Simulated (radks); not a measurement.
Ca, 20 electrons, occupied as [Ar] 4s2. Calculated with a radial shooting solver on a logarithmic mesh with Libxc functionals: Dirac Kohn-Sham, LDA (Slater exchange, Perdew-Wang correlation), spin-unpolarised, spherical densities, finite nucleus; Fermi nuclear charge, rms radius 3.4776 fm. Some entries of the table are withheld. Estimate them.

orbital,occ.,eigenvalue (hartree),<1/r> (bohr^-1)
1s1/2,2,-144.6977,(1)
2s1/2,2,-15.17893,4.042
2p1/2,2,(2),3.975
2p3/2,4,(3),3.933
3s1/2,2,(4),1.213
3p1/2,2,-1.03786,(5)
3p3/2,4,-1.02356,(6)
4s1/2,2,-0.14200,0.3273

Answer. 
(1) 1s1/2 <1/r> (bohr^-1): 19.70
(2) 2p1/2 eigenvalue (hartree): -12.38290
(3) 2p3/2 eigenvalue (hartree): -12.24778
(4) 3s1/2 eigenvalue (hartree): -1.72085
(5) 3p1/2 <1/r> (bohr^-1): 1.085
(6) 3p3/2 <1/r> (bohr^-1): 1.076
